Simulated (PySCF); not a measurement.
# P⁺ (phosphorus, charge +1) across methods

[Ne] 3s2 3p2, high-spin 3P determinant. Calculation: PySCF 2.14, in aug-cc-pVDZ-DK (5s4p2d, 27 functions); the spin-free X2C one-electron Hamiltonian (Gaussian nucleus).

```
 method  E (hartree)  mean ε 3s α (eV)  mean ε 3s β (eV)  mean ε 3p α (eV)  Σ⟨r²⟩ (bohr²)   ⟨S²⟩
LC-wPBE    -341.5887           -29.353           -26.160           -19.236          20.63  2.005
   TPSS    -341.7153           -24.378           -21.940           -15.156          20.68  2.004
    PBE    -341.5385           -24.040           -21.983           -14.980          20.74  2.003
   PBE0    -341.5677           -25.991           -23.207           -16.321          20.72  2.004
    UHF   -341.15940           -31.084           -25.550           -19.699          21.00  2.011
  M06-L    -341.6785           -24.624           -22.052           -15.106          20.59  2.004
    LDA    -340.4050           -24.063           -22.177           -14.916          20.77  2.001
  B97-3    -341.6578           -26.028           -23.374           -16.228          20.71  2.004
 r2SCAN    -341.6645           -24.689           -22.102           -15.413          20.74  2.007
```
